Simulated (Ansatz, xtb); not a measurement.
## Two structures of GaH5O3S

Structure I is a singlet given by its coordinates and structure II is a singlet given by its coordinates. Both are isolated molecules in the gas phase, relaxed with PBE0-D4/def2-SVP.

I (Å):

```tsv
atom	x (Å)	y (Å)	z (Å)
Ga	-0.8590	0.7199	-0.2269
O	-1.8613	0.8774	-1.7231
O	-1.4458	-0.1627	1.2123
O	0.9168	0.8715	-0.4474
S	-1.2566	3.2771	0.1676
H	-1.4535	0.4534	-2.4851
H	-2.3838	-0.3721	1.1678
H	1.4152	0.4479	0.2588
H	-1.7197	3.1459	-1.1005
H	0.0299	3.3915	-0.2369
```

Close contacts (Å): Ga1–O2 1.81, Ga1–O3 1.79, Ga1–O4 1.80, Ga1–S5 2.62, O2–H6 0.96, O3–H7 0.96, O4–H8 0.96, S5–H9 1.36, S5–H10 1.35.

II (Å):

| atom | x (Å) | y (Å) | z (Å) |
| --- | --- | --- | --- |
| Ga | 0.1710 | 0.5356 | -0.0668 |
| O | -2.8799 | 0.3159 | -0.8678 |
| O | 1.1984 | 0.0234 | -1.4459 |
| O | -0.9378 | 1.9406 | -0.5483 |
| S | -1.8922 | -0.9384 | -0.5230 |
| H | -2.2782 | 1.1291 | -0.8148 |
| H | -1.3934 | -1.2493 | -1.7550 |
| H | 0.6015 | 0.3383 | 1.4132 |
| H | 1.0887 | 0.5849 | -2.2202 |
| H | -1.0477 | 2.6321 | 0.1122 |

Close contacts (Å): Ga1–O3 1.79, Ga1–O4 1.85, Ga1–S5 2.58, O2–S5 1.63, Ga1–H8 1.55, O2–H6 1.01, O3–H9 0.96, O4–H10 0.96, S5–H7 1.37.

**Question.** Which of the two would you expect CCSD(T)/def2-SVP + ΔMP2/def2-TZVPP electronic energies to favour?

**Answer.** Structure I; the calculation gives E(II) − E(I) = +36.4 kcal/mol.

The same difference at several levels:

| level | geometry | E(II) − E(I) (kcal/mol) | departure from the last row (kcal/mol) | job, with rough time for the two |
| --- | --- | --- | --- | --- |
| PBE0-D4/def2-SVP | PBE0-D4/def2-SVP | +34.8 | −1.5 | optimisation, 52 s |
| HF/def2-SVP | PBE0-D4/def2-SVP | +43.8 | +7.5 | part of the CCSD(T) run |
| MP2/def2-SVP | PBE0-D4/def2-SVP | +43.4 | +7.1 | part of the CCSD(T) run |
| CCSD(T)/def2-SVP | PBE0-D4/def2-SVP | +41.3 | +4.9 | single point |
| CCSD(T)/def2-SVP + ΔMP2/def2-TZVPP | PBE0-D4/def2-SVP | +36.4 |  | single point, 29 s |

None of the levels shown reverses the order. The largest departure from CCSD(T)/def2-SVP + ΔMP2/def2-TZVPP is that of HF/def2-SVP, 7.5 kcal/mol. Levels run at GFN2-xTB geometries aren't shown. The last row adds to CCSD(T) the change of the MP2 difference between the two basis sets, here −4.9 kcal/mol, a large step that makes the value less sure.

With thermal terms from frequencies at re-optimised GFN2-xTB minima (ideal gas, soft modes damped towards free rotors, one conformer each, 298.15 K, 1 atm): the zero-point term adds −0.1 kcal/mol; ΔH is +35.7 and ΔG +37.1 kcal/mol.

The correlated steps freeze 17 core orbitals; the filled d shell of Ga is correlated, in a basis made for valence electrons. Programs: Ansatz 0.2.0, xtb 6.7.1; the last row on 2 threads of Intel(R) Xeon(R) 6975P-C (Granite Rapids) on a shared host.
